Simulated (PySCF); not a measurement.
Molecule: SMILES C1=C(S)C=CC(S)=C1, C6H6S2.

Bonds (- single, = double, # triple, : aromatic): S1-C2, C2:C3, C3:C4, C4:C5, C5-S6, C5:C7, C7:C8, C8:C2. S1 carries H9; C3 carries H10; C4 carries H11; S6 carries H12; C7 carries H13; C8 carries H14.

Frames of a GFN2-xTB Langevin trajectory at 300 K; GIAO PBE0/pcSseg-1 shieldings in PySCF, gas phase, non-relativistic; equivalent atoms averaged within each frame.

Referencing at the same level of theory: $^{33}$S (σref 503.73) against CS2; TMS for $^{13}$C (σref 186.93) and $^{1}$H (σref 31.72). The references are static minima.

How do the shifts (ppm) fluctuate along the trajectory?

Results:


| time (fs) | S1/S6 | C3/C4/C7/C8 | C2/C5 | H10/H11/H13/H14 | H9/H12 |
| --- | --- | --- | --- | --- | --- |
| 250 | -21 | 137.4 | 134.1 | 7.49 | 3.67 |
| 425 | 14 | 136.0 | 138.7 | 7.58 | 4.04 |
| 625 | -5 | 131.5 | 134.3 | 7.22 | 3.15 |
| 800 | -8 | 132.6 | 137.8 | 7.32 | 3.42 |
| 1000 | 1 | 130.4 | 133.0 | 6.91 | 4.22 |
| mean of frames | -4 | 133.6 | 135.6 | 7.31 | 3.70 |
| standard deviation | 13 | 3.0 | 2.5 | 0.26 | 0.44 |

5 frames give an uncertainty of the mean of about the standard deviation over 2.2 at best, since frames this close in time may not be independent; classical motion lacks zero-point vibration, and the reference would need the same averaging.
